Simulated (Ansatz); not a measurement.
CrCl₅OH⁴⁻ (relaxed from a model of [Cr(OH)Cl5]4-, whose bonding it doesn't keep). Total charge -4; triplet. Geometry PBE-D4/def2-SVPD.

```xyz
8

Cr    3.414   -1.654   -1.216
O     1.881   -0.571   -1.079
H     1.197   -1.219   -0.812
Cl    5.206   -3.186   -1.858
Cl    4.208    6.069   38.505
Cl  -22.645    3.768  -31.544
Cl    4.808    0.307   -1.478
Cl    1.931   -3.515   -0.517
```

LC-ωPBE has ω = 0.4 bohr⁻¹. A multiply charged anion in the gas phase is held together partly by the finite basis. At PBE-D4/def2-TZVPD, r2SCAN-D4/def2-TZVPD, PBE0-D4/def2-TZVPD, LC-ωPBE/def2-TZVPD the charge -4 triplet is spin-contaminated (final ⟨S²⟩ up to 3.00, 2.00 for a pure state). At PBE-D4/def2-TZVPD, r2SCAN-D4/def2-TZVPD, PBE0-D4/def2-TZVPD, LC-ωPBE/def2-TZVPD the highest occupied level of the charge -4 triplet lies above zero (up to 5.49 eV). It is a level of β spin, whose loss leaves a quartet; that state wasn't run at this geometry and level. The electron is either unbound and held by the finite basis, or the level is raised by self-interaction error. In the triplet geometry the species has come apart into loosely held pieces. The geometry of the triplet was relaxed on an unsound state (⟨S²⟩ 2.89, where a pure state has 2.00).

(1) Estimate the α-spin orbital energies around the gap (eV) in Ansatz with PBE-D4/def2-TZVPD, r2SCAN-D4/def2-TZVPD, PBE0-D4/def2-TZVPD, LC-ωPBE/def2-TZVPD.

Answers

(1) 
```json
{"orbital": "HOMO−5", "PBE-D4/def2-TZVPD": "2.28", "r2SCAN-D4/def2-TZVPD": "2.11", "PBE0-D4/def2-TZVPD": "1.08", "LC-ωPBE/def2-TZVPD": "-1.69"}
{"orbital": "HOMO−4", "PBE-D4/def2-TZVPD": "2.36", "r2SCAN-D4/def2-TZVPD": "2.17", "PBE0-D4/def2-TZVPD": "1.15", "LC-ωPBE/def2-TZVPD": "-1.57"}
{"orbital": "HOMO−3", "PBE-D4/def2-TZVPD": "2.65", "r2SCAN-D4/def2-TZVPD": "2.44", "PBE0-D4/def2-TZVPD": "1.45", "LC-ωPBE/def2-TZVPD": "-1.27"}
{"orbital": "HOMO−2", "PBE-D4/def2-TZVPD": "4.51", "r2SCAN-D4/def2-TZVPD": "4.02", "PBE0-D4/def2-TZVPD": "2.53", "LC-ωPBE/def2-TZVPD": "-0.17"}
{"orbital": "HOMO−1", "PBE-D4/def2-TZVPD": "4.65", "r2SCAN-D4/def2-TZVPD": "4.20", "PBE0-D4/def2-TZVPD": "2.64", "LC-ωPBE/def2-TZVPD": "-0.06"}
{"orbital": "HOMO", "PBE-D4/def2-TZVPD": "4.81", "r2SCAN-D4/def2-TZVPD": "4.64", "PBE0-D4/def2-TZVPD": "3.13", "LC-ωPBE/def2-TZVPD": "0.41"}
{"orbital": "LUMO", "PBE-D4/def2-TZVPD": "5.98", "r2SCAN-D4/def2-TZVPD": "6.49", "PBE0-D4/def2-TZVPD": "6.76", "LC-ωPBE/def2-TZVPD": "7.83"}
{"orbital": "LUMO+1", "PBE-D4/def2-TZVPD": "6.28", "r2SCAN-D4/def2-TZVPD": "6.97", "PBE0-D4/def2-TZVPD": "6.76", "LC-ωPBE/def2-TZVPD": "8.00"}
{"orbital": "LUMO+2", "PBE-D4/def2-TZVPD": "6.28", "r2SCAN-D4/def2-TZVPD": "6.97", "PBE0-D4/def2-TZVPD": "6.76", "LC-ωPBE/def2-TZVPD": "8.00"}
{"orbital": "LUMO+3", "PBE-D4/def2-TZVPD": "6.28", "r2SCAN-D4/def2-TZVPD": "6.97", "PBE0-D4/def2-TZVPD": "6.76", "LC-ωPBE/def2-TZVPD": "8.00"}
{"orbital": "LUMO+4", "PBE-D4/def2-TZVPD": "6.28", "r2SCAN-D4/def2-TZVPD": "6.97", "PBE0-D4/def2-TZVPD": "6.76", "LC-ωPBE/def2-TZVPD": "8.00"}
{"orbital": "LUMO+5", "PBE-D4/def2-TZVPD": "6.28", "r2SCAN-D4/def2-TZVPD": "6.97", "PBE0-D4/def2-TZVPD": "6.76", "LC-ωPBE/def2-TZVPD": "8.00"}
{"orbital": "β HOMO", "PBE-D4/def2-TZVPD": "5.49", "r2SCAN-D4/def2-TZVPD": "4.99", "PBE0-D4/def2-TZVPD": "3.77", "LC-ωPBE/def2-TZVPD": "0.86"}
{"orbital": "β LUMO", "PBE-D4/def2-TZVPD": "6.28", "r2SCAN-D4/def2-TZVPD": "6.87", "PBE0-D4/def2-TZVPD": "6.76", "LC-ωPBE/def2-TZVPD": "7.85"}
```
